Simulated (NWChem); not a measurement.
C4H3BO; SMILES C#CB(O)C#C

```xyz
9

B     -0.4307    -0.0248     0.0000
C      0.3432     1.3063     0.0000
C      0.9423     2.3662     0.0000
H      1.4800     3.2979     0.0000
C      0.3236    -1.3599     0.0000
C      0.9526    -2.4016     0.0000
H      1.5027    -3.3259     0.0000
O     -1.7835    -0.0432     0.0000
H     -2.1606     0.8438     0.0000
```
Atoms are numbered in this order, from 1.

Computed with NWChem. Pople sets run with spherical d functions. All runs use the structure optimised with PBE0/def2-SVP. GIAO values for the isolated, static molecule; σ is the absolute isotropic shielding, δ = σ(reference) − σ with the isolated reference molecule computed at the same levels (11B: boron trifluoride, 13C: tetramethylsilane, 1H: tetramethylsilane, 17O: water).

Problem. Predict the results for B3LYP/6-31G*. Quantities: δ B1 (ppm); δ C2 (ppm); δ C3 (ppm); δ C5 (ppm); δ C6 (ppm); δ O8 (ppm); δ H9 (ppm).

Solution. 
```yaml
"δ B1 (ppm)": 15.9
"δ C2 (ppm)": 78.1
"δ C3 (ppm)": 84.5
"δ C5 (ppm)": 78.5
"δ C6 (ppm)": 86.5
"δ O8 (ppm)": 162.5
"δ H9 (ppm)": 5.24
```
